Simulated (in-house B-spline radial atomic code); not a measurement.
A fraction x of an electron is removed from 2p in B, starting from [He] 2s2 2p1 and keeping the highest spin. Computed with a B-spline radial code for spherical atoms: scalar-relativistic (X2C) PW91, spin-polarised, spherical fractional occupations, Fermi nucleus of rms radius 2.406 fm.

```
   x  E(x) - E(0) (eV)  2p up level (eV)
   0            0.0000            -4.066
0.03            0.1256            -4.308
 0.2            0.9776            -5.730
0.29            1.5286            -6.518
0.46            2.7669            -8.063
 0.5            3.0970            -8.438
0.59            3.8947            -9.294
 0.7            4.9757           -10.365
0.84            6.5244           -11.766
0.92            7.4983           -12.584
   1            8.5381                 -
```

The exact functional would give a straight line between the two integer points. Deviations E(x) - E(0) - x[E(1) - E(0)], in eV: -0.131 at x = 0.03, -0.73 at x = 0.2, -0.947 at x = 0.29, -1.161 at x = 0.46, -1.172 at x = 0.5, -1.143 at x = 0.59, -1.001 at x = 0.7, -0.648 at x = 0.84, -0.357 at x = 0.92.

The curve lies below the straight line by up to 1.172 eV (at x = 0.5): convex, the delocalisation error that favours fractional charges.

How well does Slater's transition state (minus the level at half occupation) give the ionisation energy?

It gives 8.438 eV against 8.538 eV from the two total energies; NIST lists 8.30 eV, ground level to ground level.
